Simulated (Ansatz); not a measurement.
Job for Ansatz (an electronic-structure program): U-PBE/def2-TZVPPD on BrHMg (SMILES [MgH][Br]), a point of a bond scan (R = 2.269 Å). Files ending in .json are basis or fitting sets from the Basis Set Exchange.

Ansatz 0.2 input:
```yaml
crystal:
  periodic: [false, false, false]
  atoms:
    - {symbol: Mg, position_ang: [-0.00000000, -0.00000000, -1.67667967]}
    - {symbol: H, position_ang: [0.00000000, 0.00000000, -3.94611502]}
    - {symbol: Br, position_ang: [0.00000000, 0.00000000, 0.67079711]}
basis:
  gaussian:
    orbitals: def2-TZVPPD.json
hamiltonian:
  xc: {name: PBE}
magnetization: {spin_polarized: true, initial_magnetization: 0}
```

The head of its log:

```
WARN ansatz: RAYON_NUM_THREADS=1 ignored (pool sized by the plan → 1); use --threads N
Functional definition: PBE
integrals: 0.04 GiB planned
787 factors; their error is unknown
mean field: 0.33 GiB planned
mean field evaluation 1: about -75491.6955 eV, gradient 1.5e1 eV
mean field evaluation 2: about -75488.1417 eV, gradient 2.3e1 eV
```

**Question.** What total energy does the run end on?

**Answer.** -2774.3458 hartree.
